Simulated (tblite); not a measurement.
AgCl, triplet, at a GFN2-xTB geometry (such geometries of metal compounds can be far from the true shape) (the multiplicity is a formal guess); GFN1-xTB (tblite).

Input for tblite:
```
$ tblite run mol.xyz --method gfn1 --charge 0 --spin 2 --spin-polarized --json tblite.json --no-restart

# file mol.xyz
2

Ag    -0.00000000    -0.00000000    -0.65923567
Cl     0.00000000     0.00000000     1.82259273
```

What does tblite print? Leave out banner, timings and long lists.


```
xTB calculator
 | screened Coulomb repulsion
 | Coulomb electrostatics
 |  * isotropic Klopman-Ohno-Mataga-Nishimoto electrostatics
 |  * onsite third-order electrostatics
 | DFT-D3(BJ) dispersion correction
 | Interactions (1)
 | [1] spin polarization

halogen bonding energy    0.0000000000000E+00 Eh
repulsion energy          6.5484418336921E-04 Eh
dispersion energy        -3.9876372504944E-04 Eh
interaction energy        0.0000000000000E+00 Eh
number of electrons       1.8000000000000E+01 e
integral cutoff           3.0383276318896E+01 bohr

------------------------------------------------------------
  cycle        total energy    energy error   density error
------------------------------------------------------------
      1     -7.944840300650  -7.9450964E+00   5.4666644E-01
      2     -7.989618094423  -4.4777794E-02   2.8877864E-01
      3     -7.991017080884  -1.3989865E-03   1.5200521E-01
      4     -7.986894559240   4.1225216E-03   1.3202315E-01
      5     -7.992173902849  -5.2793436E-03   4.1767484E-03
      6     -7.992178181419  -4.2785699E-06   9.3915264E-04
      7     -7.992178299478  -1.1805897E-07   1.7309933E-04
      8     -7.992178301346  -1.8682060E-09   1.3380995E-04
      9     -7.992178305151  -3.8053765E-09   4.4056353E-07
------------------------------------------------------------

electronic energy        -7.9924343856096E+00 Eh
total energy             -7.9921783051513E+00 Eh

Post processing:
 | Mayer-Wiberg bond orders

[Info] JSON dump of results written to 'tblite.json'
```
